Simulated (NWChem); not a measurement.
System: AlHIF; SMILES [I][AlH][F]

NWChem input:

```
start job
memory heap 200 mb stack 900 mb global 1100 mb
geometry units angstroms noautoz
  Al     0.538087     1.549330     0.000000
  F     -0.673194     2.685816     0.000000
  H      2.031487     2.029608     0.000000
  I     -0.111229    -0.815875     0.000000
end
basis spherical
  Al library def2-svp
  F library def2-svp
  H library def2-svp
  I library def2-svp
end
ecp
  I library def2-ecp
end
dft
  xc b3lyp
  iterations 150
  mulliken
end
task dft energy
```

Parts of the log:

```
             Northwest Computational Chemistry Package (NWChem) 7.3.0
             --------------------------------------------------------

 CS  symmetry detected

                             Geometry "geometry" -> ""
                             -------------------------

 Output coordinates in angstroms (scale by  1.889725989 to convert to a.u.)

  No.       Tag          Charge          X              Y              Z
 ---- ---------------- ---------- -------------- -------------- --------------
    1 Al                  13.0000     0.55802256     1.51548771     0.00000000
    2 F                    9.0000    -0.66713280     2.63700295     0.00000000
    3 H                    1.0000     2.04540785     2.01408124     0.00000000
    4 I                   53.0000    -0.06217936    -0.85751789     0.00000000

 Effective nuclear repulsion energy (a.u.)     271.0726943019

      Symmetry information
      --------------------

 Group name             Cs
 Group number              2
 Group order               2
 No. of unique centers     4

                                 NWChem DFT Module
                                 -----------------

 Summary of "ao basis" -> "ao basis" (spherical)
 ------------------------------------------------------------------------------
       Tag                 Description            Shells   Functions and Types
 ---------------- ------------------------------  ------  ---------------------
 Al                         def2-svp                 8       18   4s3p1d
 F                          def2-svp                 6       14   3s2p1d
 H                          def2-svp                 3        5   2s1p
 I                          def2-svp                10       26   4s4p2d

      Symmetry analysis of basis
      --------------------------

        a'         45
        a"         18

            General Information
            -------------------
          SCF calculation type: DFT
          Wavefunction type:  closed shell.
          No. of atoms     :     4
          No. of electrons :    48
           Alpha electrons :    24
            Beta electrons :    24
          Charge           :     0
          Spin multiplicity:     1
          Use of symmetry is: on ; symmetry adaption is: on
          Maximum number of iterations: 150
          AO basis - number of functions:    63
                     number of shells:    27
          Convergence on energy requested:  1.00D-06
          Convergence on density requested:  1.00D-05
          Convergence on gradient requested:  5.00D-04

              XC Information
              --------------
                         B3LYP Method XC Potential
                     Hartree-Fock (Exact) Exchange  0.200
                        Slater Exchange Functional  0.800 local
                    Becke 1988 Exchange Functional  0.720 non-local
              Lee-Yang-Parr Correlation Functional  0.810
                  VWN I RPA Correlation Functional  0.190 local

             Grid Information
             ----------------
          Grid used for XC integration:  medium
          Radial quadrature: Mura-Knowles
          Angular quadrature: Lebedev.
          Tag              B.-S. Rad. Rad. Pts. Rad. Cut. Ang. Pts.
          ---              ---------- --------- --------- ---------
          Al                  1.25       88           9.0       590
          F                   0.50       49          10.0       434
          H                   0.35       45          10.0       434
          I                   1.40      123          10.0       590
          Grid pruning is: on
          Number of quadrature shells:   305
          Spatial weights used:  Erf1

      Superposition of Atomic Density Guess
      -------------------------------------

 Sum of atomic energies:        -688.71032746

      Non-variational initial energy
      ------------------------------

 Total energy =    -638.479760
 1-e energy   =   -1294.110977
 2-e energy   =     504.853081
 HOMO         =      -0.360613
 LUMO         =       0.007635

      Symmetry analysis of molecular orbitals - initial
      -------------------------------------------------

  Numbering of irreducible representations:

     1 a'          2 a"

  Orbital symmetries:

     1 a'          2 a'          3 a'          4 a'          5 a'
     6 a"          7 a'          8 a'          9 a'         10 a"
    11 a'         12 a'         13 a"         14 a'         15 a"
    16 a'         17 a'         18 a'         19 a'         20 a"
    21 a'         22 a'         23 a"         24 a'         25 a'
    26 a"         27 a'         28 a'         29 a'         30 a'
    31 a"         32 a'         33 a'         34 a"

     ---------------------------------------------
      Total Density - Mulliken Population Analysis
     ---------------------------------------------

    Atom       Charge   Shell Charges
 -----------   ------   -------------------------------------------------------
    1 Al  13    11.77   2.00  1.99  0.80  0.17  5.93  0.48  0.26  0.14
    2 F    9     9.68   1.99  1.15  0.79  3.57  2.18  0.00
    3 H    1     1.14   0.67  0.47  0.01
    4 I   25    25.41   1.83  0.22  1.23  0.67  2.92  3.13  2.67  2.73  9.82  0.19

   convergence    iter        energy       DeltaE   RMS-Dens  Diis-err
 ---------------- ----- ----------------- --------- --------- ---------
 d= 0,ls=0.0,diis     1   -640.5862850491 -7.91D+02  2.31D-02  5.46D-01
 d= 0,ls=0.0,diis     2   -640.4816110170  1.05D-01  1.27D-02  1.91D+00
 d= 0,ls=0.0,diis     3   -640.6557183435 -1.74D-01  2.32D-03  9.11D-03
 d= 0,ls=0.0,diis     4   -640.6562323785 -5.14D-04  1.14D-03  3.79D-03
 d= 0,ls=0.0,diis     5   -640.6569581239 -7.26D-04  1.74D-04  6.90D-05
  Resetting Diis
 d= 0,ls=0.0,diis     6   -640.6569689809 -1.09D-05  2.83D-05  2.44D-06
 d= 0,ls=0.0,diis     7   -640.6569692525 -2.72D-07  8.73D-06  7.50D-08

         Total DFT energy =     -640.656969252487
      One electron energy =    -1295.811084846048
           Coulomb energy =      556.289308230849
    Exchange-Corr. energy =      -51.913328611619
 Nuclear repulsion energy =      150.778135974330

 Numeric. integr. density =       47.999994574197

                  Occupations of the irreducible representations
                  ----------------------------------------------

                     irrep           alpha         beta
                     --------     --------     --------
                     a'               18.0         18.0
                     a"                6.0          6.0

                       DFT Final Molecular Orbital Analysis
                       ------------------------------------

 Vector   22  Occ=2.000000D+00  E=-3.303131D-01  Symmetry=a'
              MO Center=  6.1D-01,  4.8D-01,  1.9D-15, r^2= 4.5D+00
   Bfn.  Coefficient  Atom+Function         Bfn.  Coefficient  Atom+Function
  ----- ------------  ---------------      ----- ------------  ---------------
    49      0.443465  4 I  py                52      0.351263  4 I  py
    33     -0.286565  3 H  s                 34     -0.228383  3 H  s
    46     -0.179206  4 I  py                 9     -0.161908  1 Al py
     8     -0.150733  1 Al px                43     -0.145831  4 I  py
    23     -0.140580  2 F  py                22     -0.126687  2 F  px

 Vector   23  Occ=2.000000D+00  E=-2.911876D-01  Symmetry=a"
              MO Center= -2.5D-02, -6.9D-01, -9.2D-15, r^2= 2.2D+00
   Bfn.  Coefficient  Atom+Function         Bfn.  Coefficient  Atom+Function
  ----- ------------  ---------------      ----- ------------  ---------------
    50      0.586814  4 I  pz                53      0.524512  4 I  pz
    47     -0.239410  4 I  pz                44     -0.194042  4 I  pz
    10      0.078775  1 Al pz                13      0.074349  1 Al pz
    24      0.060961  2 F  pz                15     -0.050173  1 Al d -1
    27     -0.047523  2 F  pz                 7     -0.043691  1 Al pz

 Vector   24  Occ=2.000000D+00  E=-2.838387D-01  Symmetry=a'
              MO Center= -1.3D-02, -7.0D-01, -1.5D-16, r^2= 2.3D+00
   Bfn.  Coefficient  Atom+Function         Bfn.  Coefficient  Atom+Function
  ----- ------------  ---------------      ----- ------------  ---------------
    48      0.584919  4 I  px                51      0.514923  4 I  px
    45     -0.237332  4 I  px                42     -0.192294  4 I  px
    49     -0.126921  4 I  py                52     -0.115340  4 I  py
    34     -0.079128  3 H  s                 33     -0.064949  3 H  s
    23      0.061899  2 F  py                14     -0.053429  1 Al d -2

 Vector   25  Occ=0.000000D+00  E=-5.716827D-02  Symmetry=a"
              MO Center=  5.6D-01,  1.4D+00,  5.0D-15, r^2= 4.1D+00
   Bfn.  Coefficient  Atom+Function         Bfn.  Coefficient  Atom+Function
  ----- ------------  ---------------      ----- ------------  ---------------
    13      0.767100  1 Al pz                10      0.373030  1 Al pz
    53     -0.277433  4 I  pz                 7     -0.192311  1 Al pz
    50     -0.183689  4 I  pz                24      0.180908  2 F  pz
    27     -0.170483  2 F  pz                60      0.077996  4 I  d -1
    47      0.074221  4 I  pz                44      0.059079  4 I  pz

 Vector   26  Occ=0.000000D+00  E=-3.381567D-02  Symmetry=a'
              MO Center=  3.8D-01,  9.7D-01,  2.3D-15, r^2= 4.8D+00
   Bfn.  Coefficient  Atom+Function         Bfn.  Coefficient  Atom+Function
  ----- ------------  ---------------      ----- ------------  ---------------
     4      1.081700  1 Al s                 34     -0.600645  3 H  s
    52     -0.561905  4 I  py                 3      0.531508  1 Al s
    41     -0.372774  4 I  s                 40     -0.284065  4 I  s
     2      0.278461  1 Al s                 49     -0.259139  4 I  py
    21     -0.227243  2 F  s                 33     -0.212493  3 H  s

[...]
```

Level: B3LYP/def2-SVP with def2 effective core potentials on I. Geometry: optimised at PBE0/def2-SVP. B3LYP is NWChem's, with the RPA form of VWN correlation. def2 effective core potentials on I; no spin-orbit coupling.
